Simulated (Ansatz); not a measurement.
Geometry optimisation, Ansatz 0.2.0, RKS PBE-D4/def2-SVP.

input.yaml

```yaml
crystal:
  periodic: [false, false, false]
  atoms:
    - { symbol: O, position_ang: [0.3209, -1.712, -1.5265] }
    - { symbol: C, position_ang: [0.2212, -0.4512, -1.4084] }
    - { symbol: C, position_ang: [-0.5232, 0.1829, -0.3053] }
    - { symbol: I, position_ang: [-2.4842, 0.3197, -0.4042] }
    - { symbol: O, position_ang: [0.1811, 1.2801, 0.2935] }
    - { symbol: Si, position_ang: [0.2952, 0.0199, 1.3537] }
    - { symbol: H, position_ang: [0.737, 0.2335, -2.1247] }
    - { symbol: H, position_ang: [1.7777, -0.3053, 1.4695] }
    - { symbol: H, position_ang: [-0.4373, 0.386, 2.6353] }
basis:
  gaussian: { orbitals: def2-SVP }
hamiltonian:
  xc: pbe
  dispersion: d4
relax:
  f_tol: 0.02
  max_steps: 50
output:
  orbitals: {}
```

Command:

```bash
$ ansatz run input.yaml --threads 2 --pin off --max-ram 3072MiB --backend cpu --events-out ev --progress --plain --runs-dir out
```

Problem. Where does it end, and by what steps?

Solution. The forces met the threshold. After 18 steps the energy has fallen by 0.958 eV; O1 moved furthest, 0.92 Å.

```
step  energy less start (eV)  largest force component (eV/Å)  accepted
   0                  0.0000                           4.314       yes
   1                 -0.7010                           1.914       yes
   2                 -0.8158                           0.660       yes
   3                 -0.7827                           0.971        no
   4                 -0.8458                           0.161       yes
   5                 -0.8193                           0.822        no
   6                 -0.8526                           0.088       yes
   7                 -0.8584                           0.064       yes
   8                 -0.8665                           0.163       yes
   9                 -0.8780                           0.293       yes
  10                 -0.9042                           0.313       yes
  11                 -0.9335                           0.399       yes
  12                 -0.9351                           0.900       yes
  13                 -0.9544                           0.256       yes
  14                 -0.9523                           0.437        no
  15                 -0.9575                           0.166       yes
  16                 -0.9554                           0.236        no
  17                 -0.9582                           0.052       yes
  18                 -0.9583                           0.015       yes
```

```xyz
9
Properties=species:S:1:pos:R:3
O -0.275 -1.378 -2.148
C 0.215 -0.524 -1.443
C -0.443 0.139 -0.268
I -2.619 -0.010 -0.287
O 0.104 1.393 0.138
Si 0.410 0.242 1.387
H 1.274 -0.146 -1.577
H 1.854 -0.091 1.569
H -0.432 0.329 2.612
```

Whether the end is a true minimum wasn't checked by a vibrational analysis.

Run time: 50 s on 2 threads of Intel(R) Xeon(R) Platinum 8259CL CPU @ 2.50GHz (Skylake/Cascade Lake), with other jobs on the host, peak memory 0.18 GiB.
